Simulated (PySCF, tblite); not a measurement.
Isomers of C7H11P, one GFN2-xTB conformer each. Single-point energies are computed at PBE0/pcSseg-1 (PySCF, gas phase, no added dispersion term), electronic only.

```tsv
SMILES	GFN2-xTB relative energy (kJ/mol)
CCc1c[pH]cc1C	0.0
CC#CP(C)C1CC1	157.2
C=C[C@@H]1[C@@H](C=C)P1C	145.2
C=CCP1C=CCC1	67.8
C#CP(C=C)C(C)C	220.2
C#CCP(C)C(=C)C	198.8
C1=CCP(C2CC2)C1	41.3
```

Conformers: `[CH3:1][CH2:2][c:3]1[cH:4][pH:5][cH:6][c:7]1[CH3:8]` with C1–C2–C3–C4 -89°; `[CH3:1][C:2]#[C:3][P:4]([CH3:5])[CH:6]1[CH2:7][CH2:8]1` with C3–P4–C6–C7 30°; `[CH2:1]=[CH:2][C@@H:3]1[C@@H:4]([CH:5]=[CH2:6])[P:7]1[CH3:8]` with C1–C2–C3–C4 -151°, C3–C4–C5–C6 1°; `[CH2:1]=[CH:2][CH2:3][P:4]1[CH:5]=[CH:6][CH2:7][CH2:8]1` with C1–C2–C3–P4 108°, C2–C3–P4–C5 49°; `[CH:1]#[C:2][P:3]([CH:4]=[CH2:5])[CH:6]([CH3:7])[CH3:8]` with C2–P3–C4–C5 155°, C2–P3–C6–C7 -48°; `[CH:1]#[C:2][CH2:3][P:4]([CH3:5])[C:6](=[CH2:7])[CH3:8]` with C2–C3–P4–C5 52°, C3–P4–C6–C7 -32°; `[CH:1]1=[CH:2][CH2:3][P:4]([CH:5]2[CH2:6][CH2:7]2)[CH2:8]1` with C3–P4–C5–C6 -100°, C1–C2–C3–P4 -13°, C2–C3–P4–C5 -80°, P4–C5–C6–C7 -108°, C3–P4–C8–C1 -16°.

Question: What does PBE0/pcSseg-1 give for the same structures?

Answer: 
```json
{"SMILES": "CCc1c[pH]cc1C", "PBE0/pcSseg-1 E (Eh)": "-614.17917", "PBE0/pcSseg-1 (kJ/mol)": "0.0", "GFN2-xTB (kJ/mol)": "0.0", "point group": "C1"}
{"SMILES": "C=CCP1C=CCC1", "PBE0/pcSseg-1 E (Eh)": "-614.16247", "PBE0/pcSseg-1 (kJ/mol)": "43.8", "GFN2-xTB (kJ/mol)": "67.8", "point group": "C1"}
{"SMILES": "C1=CCP(C2CC2)C1", "PBE0/pcSseg-1 E (Eh)": "-614.16233", "PBE0/pcSseg-1 (kJ/mol)": "44.2", "GFN2-xTB (kJ/mol)": "41.3", "point group": "Cs"}
{"SMILES": "C=C[C@@H]1[C@@H](C=C)P1C", "PBE0/pcSseg-1 E (Eh)": "-614.13606", "PBE0/pcSseg-1 (kJ/mol)": "113.2", "GFN2-xTB (kJ/mol)": "145.2", "point group": "C1"}
{"SMILES": "CC#CP(C)C1CC1", "PBE0/pcSseg-1 E (Eh)": "-614.11765", "PBE0/pcSseg-1 (kJ/mol)": "161.5", "GFN2-xTB (kJ/mol)": "157.2", "point group": "C1"}
{"SMILES": "C#CCP(C)C(=C)C", "PBE0/pcSseg-1 E (Eh)": "-614.10775", "PBE0/pcSseg-1 (kJ/mol)": "187.5", "GFN2-xTB (kJ/mol)": "198.8", "point group": "C1"}
{"SMILES": "C#CP(C=C)C(C)C", "PBE0/pcSseg-1 E (Eh)": "-614.10409", "PBE0/pcSseg-1 (kJ/mol)": "197.1", "GFN2-xTB (kJ/mol)": "220.2", "point group": "C1"}
```

Both levels put the same isomer lowest; measured from each level's own lowest isomer, the values differ by up to 32.0 kJ/mol (C=C[C@@H]1[C@@H](C=C)P1C: 145.2 against 113.2). Neighbours under 10 kJ/mol apart (C=CCP1C=CCC1 and C1=CCP(C2CC2)C1; C#CCP(C)C(=C)C and C#CP(C=C)C(C)C) can change places with a better method, another conformer or zero-point energy.

Question: Which frontier levels, dipoles and rotational constants go with these structures?

Answer: 
| SMILES | HOMO (eV, PBE0/pcSseg-1) | LUMO (eV) | dipole (D) | A, B, C (MHz) |
| --- | --- | --- | --- | --- |
| CCc1c[pH]cc1C | -6.47 | -0.89 | 1.58 | 2687, 1339, 974.3 |
| C=CCP1C=CCC1 | -6.21 | -0.21 | 1.42 | 2370, 1557, 1313 |
| C1=CCP(C2CC2)C1 | -6.73 | 0.45 | 1.20 | 3368, 1251, 1157 |
| C=C[C@@H]1[C@@H](C=C)P1C | -6.70 | -0.42 | 1.03 | 2188, 1300, 1009 |
| CC#CP(C)C1CC1 | -6.34 | 0.41 | 1.70 | 2151, 1240, 930.4 |
| C#CCP(C)C(=C)C | -6.47 | 0.12 | 0.85 | 2148, 1444, 1186 |
| C#CP(C=C)C(C)C | -6.56 | -0.40 | 1.34 | 1853, 1571, 1124 |

Question: What happens when harmonic zero-point energies from GFN2-xTB frequencies are added?

Answer: 
```json
{"SMILES": "CCc1c[pH]cc1C", "ZPE (kJ/mol)": "409.6", "electronic (kJ/mol)": "0.0", "with ZPE (kJ/mol)": "0.0"}
{"SMILES": "C=CCP1C=CCC1", "ZPE (kJ/mol)": "411.7", "electronic (kJ/mol)": "43.8", "with ZPE (kJ/mol)": "45.9"}
{"SMILES": "C1=CCP(C2CC2)C1", "ZPE (kJ/mol)": "414.1", "electronic (kJ/mol)": "44.2", "with ZPE (kJ/mol)": "48.7"}
{"SMILES": "C=C[C@@H]1[C@@H](C=C)P1C", "ZPE (kJ/mol)": "405.9", "electronic (kJ/mol)": "113.2", "with ZPE (kJ/mol)": "109.5"}
{"SMILES": "CC#CP(C)C1CC1", "ZPE (kJ/mol)": "406.3", "electronic (kJ/mol)": "161.5", "with ZPE (kJ/mol)": "158.2"}
{"SMILES": "C#CCP(C)C(=C)C", "ZPE (kJ/mol)": "400.0", "electronic (kJ/mol)": "187.5", "with ZPE (kJ/mol)": "177.9"}
{"SMILES": "C#CP(C=C)C(C)C", "ZPE (kJ/mol)": "402.8", "electronic (kJ/mol)": "197.1", "with ZPE (kJ/mol)": "190.3"}
```

The zero-point energies span 14.1 kJ/mol. The order is unchanged.
